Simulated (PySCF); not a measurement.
Cartesian coordinates (Å):
```xyz
4

Ge    -0.0003    -0.0012     0.3473
H     -0.1268     1.4580    -0.1110
H     -1.1988    -0.8383    -0.1195
H      1.3259    -0.6185    -0.1168
```
Charge 0, spin multiplicity 2.

### Question
Estimate the total energy, dipole moment and highest occupied spin orbital that r2SCAN-D4/def2-TZVP run with PySCF returns for this input.

### Answer

| Property | Value |
|---|---|
| total energy | -56565.27 eV |
| dipole moment | 0.03 D |
| highest occupied spin orbital | -5.59 eV |
